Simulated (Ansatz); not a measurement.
Cd(Me)(SiH3) (CH6CdSi), SMILES [CH3][Cd][SiH3]. Atoms are numbered in the order given.

```xyz
9

Cd    -0.0751     0.2590    -0.1977
C     -0.3402     1.9967    -1.4308
H     -1.1447     2.6344    -1.0318
H     -0.6063     1.7040    -2.4586
H      0.5874     2.5895    -1.4674
Si     0.2375    -1.7914     1.2573
H      0.2670    -3.0534     0.4513
H     -0.8658    -1.9436     2.2587
H      1.5193    -1.7420     2.0304
```
Charge 0, spin multiplicity 1.

Geometry: B3LYP-D3(BJ)/def2-SVP. The structure was generated by enumeration; whether it is a known compound was not checked. The def2 effective core potentials stand for the cores of Cd; spin–orbit coupling is left out.

Two levels are set side by side: PBE-D3(BJ)/def2-SVP (Ansatz, a quantum-chemistry and plane-wave program) and B3LYP-D3(BJ)/def2-SVP (Ansatz). Each level has its own optimised geometry; the coordinates shown are those of the second. Differences are taken from unrounded values.

```
quantity              B3LYP-D3(BJ)
--------------------  ------------
mean bond length (Å)         1.560
bond Cd1–C2 (Å)              2.147
bond Cd1–Si6 (Å)             2.534
bond C2–H3 (Å)               1.101
bond C2–H4 (Å)               1.101
bond C2–H5 (Å)               1.101
bond Si6–H7 (Å)              1.498
bond Si6–H8 (Å)              1.498
bond Si6–H9 (Å)              1.498
```

Task: What does PBE-D3(BJ) give, and how far is it from B3LYP-D3(BJ)? (Estimate from the structure and the level; the computed values follow.)

Result: 
| quantity | PBE-D3(BJ) | PBE-D3(BJ) minus B3LYP-D3(BJ) |
|---|---|---|
| mean bond length (Å) | 1.565 | 0.005 |
| bond Cd1–C2 (Å) | 2.138 | -0.010 |
| bond Cd1–Si6 (Å) | 2.524 | -0.010 |
| bond C2–H3 (Å) | 1.109 | 0.007 |
| bond C2–H4 (Å) | 1.109 | 0.007 |
| bond C2–H5 (Å) | 1.109 | 0.007 |
| bond Si6–H7 (Å) | 1.511 | 0.013 |
| bond Si6–H8 (Å) | 1.511 | 0.013 |
| bond Si6–H9 (Å) | 1.511 | 0.013 |

GGA bonds tend to be longer and softer than those of functionals with exact exchange. Differences between two approximate levels are no errors against the true value.
